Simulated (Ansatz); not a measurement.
Stretching the Te1–I3 bond in HITe (SMILES [TeH]I) (multiplicity 1 held, fragments rigid). Energies count from the point at 2.725 Å.
Geometry at that point (charge 0, multiplicity 1):
```csv
atom,x (Å),y (Å),z (Å)
Te,0.4428,0.9083,0.9130
H,0.6954,2.0782,-0.2443
I,-0.4475,-0.9304,-0.8912
```

Signs of static correlation in def2-SVP, from Ansatz (a first-principles code) runs.

```json
[
 {"R (Å)": "2.180", "T1 of restricted CCSD": "0.008", "⟨S²⟩ of UHF": "0.000", "largest double amplitude of restricted CCSD": "0.047"},
 {"R (Å)": "2.453", "T1 of restricted CCSD": "0.009", "⟨S²⟩ of UHF": "0.000", "largest double amplitude of restricted CCSD": "0.064"},
 {"R (Å)": "2.725", "T1 of restricted CCSD": "0.010", "⟨S²⟩ of UHF": "0.000", "largest double amplitude of restricted CCSD": "0.104"},
 {"R (Å)": "2.998", "T1 of restricted CCSD": "0.012", "⟨S²⟩ of UHF": "0.129", "largest double amplitude of restricted CCSD": "0.156"},
 {"R (Å)": "3.271", "T1 of restricted CCSD": "[?]", "⟨S²⟩ of UHF": "0.607", "largest double amplitude of restricted CCSD": "0.215"},
 {"R (Å)": "3.679", "T1 of restricted CCSD": "0.027", "⟨S²⟩ of UHF": "[?]", "largest double amplitude of restricted CCSD": "0.333"},
 {"R (Å)": "4.088", "T1 of restricted CCSD": "0.040", "⟨S²⟩ of UHF": "1.005", "largest double amplitude of restricted CCSD": "0.466"},
 {"R (Å)": "4.770", "T1 of restricted CCSD": "0.057", "⟨S²⟩ of UHF": "1.015", "largest double amplitude of restricted CCSD": "0.664"},
 {"R (Å)": "5.451", "T1 of restricted CCSD": "0.064", "⟨S²⟩ of UHF": "1.015", "largest double amplitude of restricted CCSD": "0.782"},
 {"R (Å)": "6.269", "T1 of restricted CCSD": "0.066", "⟨S²⟩ of UHF": "1.015", "largest double amplitude of restricted CCSD": "0.843"},
 {"R (Å)": "7.359", "T1 of restricted CCSD": "0.064", "⟨S²⟩ of UHF": "1.015", "largest double amplitude of restricted CCSD": "0.867"},
 {"R (Å)": "8.722", "T1 of restricted CCSD": "0.062", "⟨S²⟩ of UHF": "1.015", "largest double amplitude of restricted CCSD": "0.873"}
]
```

**Question.** Complete the blanks.

**Answer.** 
- 3.271, T1 of restricted CCSD: 0.016
- 3.679, ⟨S²⟩ of UHF: 0.895

Doubts at one or more of the structures used: a restricted determinant that unrestricted orbitals would lower (R-CCSD(T)/def2-SVP); other coupled-cluster roots lie near (R-CCSD(T)/def2-SVP); T1 above 0.05 (R-CCSD(T)/def2-SVP, U-CCSD(T)/def2-SVP); a spin-contaminated determinant (U-CCSD(T)/def2-SVP); the program's own flag: other amplitudes (U-CCSD(T)/def2-SVP).
